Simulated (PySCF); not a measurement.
Species: C2H11GeNSi.
SMILES: `CC[N]([SiH3])[GeH3]`

Theory: PySCF, TDDFT PBE0/def2-SVPD, vertical, gas phase, core orbitals frozen in the response. The structure is a single PBE0-D3(BJ)/def2-SVP conformer in the gas phase; no vibrational or solvent corrections. Relativistic effects, spin–orbit coupling among them, are left out although an element past zinc is present. Torsions of this conformer, `[CH3:1][CH2:2][N:3]([SiH3:4])[GeH3:5]`: C1–C2–N3–Si4 92°.

Computed states:

| state | E (eV) | f |
| --- | --- | --- |
| S1 | 5.56 | 0.0018 |
| S2 | 6.06 | 0.030 |
| S3 | 6.29 | 0.0038 |
| S4 | 6.74 | 0.0085 |
| S5 | 6.89 | 0.0028 |
| S6 | 6.97 | 0.0048 |

Broadening: Gaussians 0.5 eV wide at half height, area fixed by f = 4.319×10⁻⁹ ∫ε dν̃. The cross-section is σ = 3.8235×10⁻²¹ ε cm², given in Mb (10⁻¹⁸ cm²). The width is an assumption, not a result. The curve ends short of the highest state used, and states not computed would add to its high-energy end.

Problem. Give the broadened spectrum and its maxima.

Solution. 
| λ (nm) | σ (Mb) |
| --- | --- |
| 194.6 | 3.28 |
| 196.8 | 4.26 |
| 199.0 | 5.31 |
| 201.1 | 6.12 |
| 203.3 | 6.55 |
| 205.5 | 6.45 |
| 207.7 | 5.85 |
| 209.8 | 4.96 |
| 212.0 | 3.91 |
| 214.2 | 2.91 |
| 216.4 | 2.08 |
| 218.5 | 1.48 |
| 220.7 | 1.04 |
| 222.9 | 0.75 |
| 225.1 | 0.56 |
| 227.3 | 0.42 |
| 229.4 | 0.33 |
| 231.6 | 0.25 |
| 233.8 | 0.18 |
| 236.0 | 0.13 |
| 238.1 | 0.09 |
| 240.3 | 0.06 |
| 242.5 | 0.04 |
| 244.7 | 0.02 |
| 246.8 | 0.01 |
| 249.0 | 0.01 |
| 251.2 | 0.00 |
| 253.4 | 0.00 |
| 255.5 | 0.00 |
| 257.7 | 0.00 |

Maxima: 204 nm (6.08 eV), ε about 1700, made up of S2 (92%) (ε in L mol⁻¹ cm⁻¹; maxima over ε = 5, shares over 10%).

Problem. What would ε be at 6.08 eV, the highest of these maxima, with half the width (0.25 eV)?

Solution. About 3200 L mol⁻¹ cm⁻¹ against 1720, a factor of about 1.9; a lone state at its own centre would give exactly 2.

Problem. Does any computed singlet lie in the visible range?

Solution. No computed singlet lies in the visible range (380 to 750 nm); the lowest, at 223 nm, stands 2.30 eV above its violet end (3.26 eV).

Problem. On this curve, what absorbance would a 10⁻⁵ mol/L sample give at 248 nm over a 1 cm path?

Solution. 248 nm is 4.999 eV, where ε is about 2.9 L mol⁻¹ cm⁻¹, so A = ε c l ≈ 2.9e-05 (Beer–Lambert, with the gas-phase spectrum and the assumed width).
